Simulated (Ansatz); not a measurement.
`C#C[SiH2][AlH2]` + `N=C[SiH3]` → `[AlH2]/[N]=C\[SiH3]` + `C#C[SiH3]` at 600 K and 1 bar (cleavage of the Al–Si bond).

Gas-phase electronic energies from Ansatz, PBE0-D4/def2-TZVP geometries. CCSD(T)/CBS is the MP2 limit (def2-TZVPP, def2-QZVPP) plus CCSD(T) − MP2 in def2-TZVPP, frozen cores. Each species was taken in one conformer, which may not be the lowest.

| species | CCSD(T)/CBS energy (Eh) | H − E (kJ/mol) | S (J/(mol·K)) |
| --- | --- | --- | --- |
| `C#C[SiH2][AlH2]` | -610.12048 | 189.9 | 439.8 |
| `N=C[SiH3]` | -384.79808 | 188.8 | 351.8 |
| `[AlH2]/[N]=C\[SiH3]` | -627.42847 | 215.6 | 440.6 |
| `C#C[SiH3]` | -367.52081 | 155.9 | 329.9 |

H − E and S are ideal-gas, rigid-rotor, harmonic terms from PBE0-D4/def2-TZVP, for one conformer and one mirror image of each species. 1 Eh = 2625.50 kJ/mol, R = 8.31446 J/(mol·K).

By hand: ΔE, ΔH, ΔS and ΔG.

ΔE = (-627.42847) + (-367.52081) − (-610.12048) − (-384.79808) = -0.03072 Eh = -80.7 kJ/mol. Δ(H − E) = 215.6 + 155.9 − 189.9 − 188.8 = -7.2, so ΔH = -87.9 kJ/mol. ΔS = 440.6 + 329.9 − 439.8 − 351.8 = -21.1 J/(mol·K). ΔG = -87.9 − 600 × (-21.1)/1000 = -75.2 kJ/mol.

By hand: the equilibrium constant, and the temperature at which ΔG would vanish if ΔH and ΔS stayed fixed.

log₁₀ K = −ΔG/(RT ln 10) = 6.5. ΔG = 0 at ΔH/ΔS = 4166 K, far beyond where these terms or the molecules hold.

ΔH outweighs TΔS. A doubt of 5 kJ/mol in ΔE shifts log₁₀ K by 0.4 here. Other conformers and mirror images would add mixing entropy, several J/(mol·K) or more a flexible species. Modes under 60 cm⁻¹, often nearly free rotors, make the harmonic entropy too high. These are equilibria of isolated gas molecules and say nothing of rates. Largest T1 diagnostic: 0.015 (customary marks: 0.02 for closed shells, 0.045 for open ones).
